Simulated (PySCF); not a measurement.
# Structure elucidation problem

The spectra below were simulated for a compound C6H13OP.

¹H NMR (600 MHz, computed): δ 7.28 (m, 1H), 1.91 (m, 2H), 1.72 (m, 2H), 1.51 (m, 2H), 1.13 (m, 1H), 1.06 (m, 2H), 0.89 (d, 3H).

¹³C{¹H} NMR (computed): δ 36.8 (CH), 35.0 (CH2, 2C), 33.3 (CH2, 2C), 24.7 (CH3).

- geometry from PBE0-D3(BJ)/def2-SVP
- σ from GIAO-PBE/pcSseg-1
- code: PySCF
- equivalent nuclei averaged, relativity neglected, a single conformation, in vacuum

Referencing at the same level of theory: ¹H (σ = 31.20 ppm) and ¹³C (σ = 180.03 ppm) against TMS.

Q: What is the structure?

A: 
1. 4 carbon signals for 6 carbons: some carbons are equivalent by symmetry or fast rotation.
2. Carbon types of the structure: 1 × CH, 4 × CH2, 1 × CH3, leaving 1 H on heteroatoms.
3. δC 36.8: sp3 CH in a ring; a saturated carbon with 3 carbon neighbours and no heteroatom attached.
4. δC 35.0: sp3 CH2 in a ring; a saturated carbon with 2 carbon neighbours and no heteroatom attached.
5. δC 24.7: methyl carbon; aliphatic region, no heteroatom directly attached.
6. δH 7.28: hydrogen on a phosphorus bonded to 2 C, O, in a 6-membered ring.
7. δH 1.72, 1.06: hydrogen on an sp3 CH2 in a ring.
8. δH 1.13: hydrogen on an sp3 CH in a ring; far from electronegative atoms and π systems.
9. δH 0.89: hydrogen on a methyl carbon; far from electronegative atoms and π systems.

The compound is `InChI=1S/C6H13OP/c1-6-2-4-8(7)5-3-6/h6,8H,2-5H2,1H3`.

The shifts were computed for this structure.

Splittings by ³¹P in the carbon and heteronuclear signals aren't shown, as no couplings were computed. Shifts are as computed. Against solution values, carbons near 30 ppm lie about +2 ppm off and those near 130 ppm about +2 ppm. Of 1313 compounds with measured shifts, 239 miss one by over three times the rms of a fit or turn the order of signals round; such compounds aren't used in these exercises. Multiplicities follow the n + 1 count of equivalent neighbours, as no J values were calculated; m marks all less simple cases, F and P coupling included.
